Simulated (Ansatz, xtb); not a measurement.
# A geometry optimisation of CH2BCl2F with r2SCAN-D4/def2-SVP

The starting geometry of this gas-phase singlet was built from a drawn formula by distance geometry and a force field; its bonds are those of `BC(F)(Cl)Cl`.

```xyz
7

C     1.7484    0.9388    1.0712
B     1.4674    0.5054    2.5616
Cl    1.3163    2.6433    0.8619
Cl    0.6484   -0.0365    0.0068
F     2.9880    0.6792    0.6787
H     0.3956    0.5869    3.0170
H     2.3605    0.0583    3.1907
```

Question: Predict what it relaxes into with r2SCAN-D4/def2-SVP.

Answer: A new bond forms, giving a structure given below by its coordinates. Distances that change by over a tenth: C1–Cl4 (1.81 → 2.23 Å). Contacts that close: B2–Cl4 (2.74 → 1.99 Å).

The energy falls by 0.30 eV over 19 steps:

```tsv
step	E − E(last) (eV)
1	0.304
3	0.218
5	0.213
7	0.202
9	0.133
11	0.050
13	0.007
15	0.000
17	0.000
19	0.000
```

Final geometry (Å):

```xyz
7

C     1.9313    1.2438    1.1771
B     1.3880    0.3997    2.3794
Cl    1.2150    2.6588    0.5391
Cl    0.5964   -0.5040    0.7914
F     3.0562    0.9789    0.5862
H     0.5196    0.9144    3.0340
H     2.2182   -0.3162    2.8808
```

From the same start GFN2-xTB ends elsewhere, differing in C1–Cl4 (1.85 against 2.23 Å here).

No frequencies were run, so the end isn't proven a minimum. Run with Ansatz 0.2.0, 3 min on 1 thread of AMD EPYC (Zen 3), on a shared host.
